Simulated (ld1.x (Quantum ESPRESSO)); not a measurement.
# Before and after: TM potential for Tl

```
Element                 : Tl
Generator               : ld1.x (Quantum ESPRESSO) 7.5
Type                    : norm-conserving Troullier–Martins (Kleinman–Bylander form)
Functional              : PBEsol
Relativity              : scalar-relativistic
Frozen core             : [Xe] 4f14 5d10
Valence charge          : 3
Reference configuration : 6s2 6p0.75 (charge +0.25)
Partial waves           : 6p (bound): rc 3.00 bohr; 6d channel at -0.2 Ry: rc 2.30 bohr; 6s (bound): rc 1.70 bohr
Local potential         : the s channel
Core correction         : none
```

All-electron outer shells of the reference configuration (PBEsol, scalar-relativistic, ld1.x):

```json
{"shell": "5d", "level (eV)": "-17.13", "outermost node (bohr)": "0.53", "outermost maximum (bohr)": "1.11"}
{"shell": "6s", "level (eV)": "-11.15", "outermost node (bohr)": "1.04", "outermost maximum (bohr)": "2.08"}
{"shell": "6p", "level (eV)": "-3.68", "outermost node (bohr)": "1.23", "outermost maximum (bohr)": "2.84"}
```

Change: core correction a·sin(br)/r model core inside 0.66 bohr.

Cutoffs: the cutoffs (Ry, on a coarse ladder) from which the occupation-weighted sum of valence levels, in a spherical-Bessel basis at the reference potential, stays within 10 and 1 mRy of its value at 400 Ry; they do not see the model core or the augmentation charge, which bear on the density cutoff. Errors are all-electron minus pseudo energies relative to the spin-unpolarised reference configuration.

Q: What does the change do?

A: The potential gets neither clearly harder nor softer (30 Ry and 80 Ry → 30 Ry and 80 Ry); both files keep a bound ghost (d); of the 7 tests that both files solve, the error grows in 5 and shrinks in 2 by more than 15 % and 0.3 meV (median size 5.5 → 22.9 meV). A model core, the more so a compact one, raises the density cutoff, which this test does not measure.

| quantity | base | changed |
| --- | --- | --- |
| cutoff, loose | 30 Ry | 30 Ry |
| cutoff, tight | 80 Ry | 80 Ry |
| bound ghosts | d | d |
| error for 6s2 6p1, meV [ΔE -0.75 eV] | +1.6 | -0.5 |
| error for 6s2 6p0, meV [ΔE 4.40 eV] | +19 | -23 |
| error for 6s1 6p0, meV [ΔE 25.24 eV] | +44 | -380 |
| error for 6s0 6p3, meV [ΔE 14.54 eV] | +157 | -181 |
| error for 6s1 6p1, meV [ΔE 12.76 eV] | -1.7 | -114 |
| error for 6s2 6p1.3, meV [ΔE -1.24 eV] | +5.5 | -2.3 |
| error for 6s2 6p0.5, meV [ΔE 1.09 eV] | +1.2 | -2.1 |
| s: phases at 3.24 bohr within 0.05 rad from the reference energy up to (Ry; the scan ends near 5) | 1.0 | 1.0 |
| p: phases at 3.24 bohr within 0.05 rad from the reference energy up to (Ry; the scan ends near 5) | 2.1 | 2.1 |
| d: phases at 3.24 bohr within 0.05 rad from the reference energy up to (Ry; the scan ends near 5) | 0.5 | 0.5 |

 A true bound ghost makes a file unfit for plane-wave use even where its test errors are small: the radial tests pick states by their node count and pass the ghost by.
